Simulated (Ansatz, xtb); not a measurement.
## CHNSe: which of two isomers lies lower

Structure a is `C#[N+][Se-]`, a singlet and structure b is `N#C[SeH]`, a singlet. Both are isolated molecules in the gas phase, relaxed with r2SCAN-D4/def2-TZVP.

Quicker runs give these differences E(b) − E(a): GFN2-xTB +5.8 kcal/mol; HF/STO-3G −43.2 kcal/mol (at GFN2-xTB geometries); r2SCAN-D4/def2-SVP −18.9 kcal/mol (at GFN2-xTB geometries).

Q: Estimate E(b) − E(a) at the level CCSD(T)/def2-TZVPP.

A: Calculated at CCSD(T)/def2-TZVPP: E(b) − E(a) = −25.0 kcal/mol, so structure b lies lower.

The same difference at several levels:

| level | geometry | E(b) − E(a) (kcal/mol) | departure from the last row (kcal/mol) | job, with rough time for the two |
| --- | --- | --- | --- | --- |
| GFN2-xTB | GFN2-xTB | +5.8 | +30.8 | optimisation, 0.31 s |
| HF/STO-3G | GFN2-xTB | −43.2 | −18.2 | single point, 0.94 s |
| r2SCAN-D4/def2-SVP | GFN2-xTB | −18.9 | +6.1 | single point, 3.8 s |
| r2SCAN-D4/def2-TZVP | r2SCAN-D4/def2-TZVP | −18.0 | +7.0 | optimisation, 41 s |
| HF/def2-TZVPP | r2SCAN-D4/def2-TZVP | −28.5 | −3.5 | part of the CCSD(T) run |
| MP2/def2-TZVPP | r2SCAN-D4/def2-TZVP | −23.7 | +1.3 | part of the CCSD(T) run |
| CCSD(T)/def2-TZVPP | r2SCAN-D4/def2-TZVP | −25.0 |  | single point, 31 s |

As drawn, b has 1 C–Se, 1 Se–H in place of 1 N–Se, 1 C–H.

GFN2-xTB puts the two in the other order. The largest departure from CCSD(T)/def2-TZVPP is that of GFN2-xTB, 30.8 kcal/mol.

With harmonic frequencies from r2SCAN-D4/def2-TZVP (ideal gas, rigid rotor, one conformer each, 298.15 K, 1 atm): the zero-point term adds −1.3 kcal/mol; ΔH is −26.3 and ΔG −27.4 kcal/mol.

The correlated steps freeze 11 core orbitals; the filled d shell of Se is correlated, in a basis made for valence electrons. Run with Ansatz 0.2.0, xtb 6.7.1; the last row on 2 threads of Intel(R) Xeon(R) Processor @ 2.50GHz (Skylake/Cascade Lake) on a shared host.
